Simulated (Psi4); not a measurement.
# Worked example: ideal-gas entropy of SiNH3ClO (SMILES [NH][SiH](O)Cl)

A doublet with charge 0, relaxed at U-wB97X-D/def2-SVP (density fitting) (Psi4 1.11):

```xyz
7

N    -0.3064    1.1303   -0.8774
Si   -0.0742   -0.1084    0.3349
O     1.4795   -0.6395    0.3053
Cl   -1.3971   -1.6018   -0.2252
H    -1.1690    1.6767   -0.7666
H    -0.3521    0.2834    1.7310
H     1.8761   -0.8090   -0.5541
```

Harmonic wavenumbers in cm⁻¹: 175, 197, 210, 294, 358, 551, 717, 765, 806, 827, 906, 975, 2322, 3526, 3953.

Masses in u: N 14.007, Si 28.085, O 15.999, Cl 35.45, H 1.008. Take T = 298.15 K, p = 1 bar, R = 8.3145 J/(mol K), kT/hc = 207.22 cm⁻¹, rigid rotor and harmonic oscillator.

Q: Work out S° at 298 K.

A: 
1. Translation (Sackur–Tetrode): S = R[3/2 ln M + 5/2 ln T − 1.1517] with M = 96.565 gives 165.9 J/(mol K).
2. Rotation: principal moments 76.566, 146.738, 199.041 u Å² give A, B, C = 0.2202, 0.1149, 0.0847 cm⁻¹; the symmetry number is σ = 1; q = (√π/σ)√((kT/hc)³/ABC) = 114212; S = R(ln q + 3/2) = 109.3.
3. Vibration: with u = ν̃/207.22, each mode gives R[u/(eᵘ − 1) − ln(1 − e⁻ᵘ)]; the sum is 45.4, most from 175 cm⁻¹ (10.0), 197 cm⁻¹ (9.0), 210 cm⁻¹ (8.6).
4. Spin and the two mirror images of this shape: R ln 4 = 11.5.
5. Sum: 165.9 + 109.3 + 45.4 + 11.5 = 332.1 J/(mol K).

No measured value is set beside it here. Where a soft mode is a torsion, a harmonic oscillator describes it poorly.
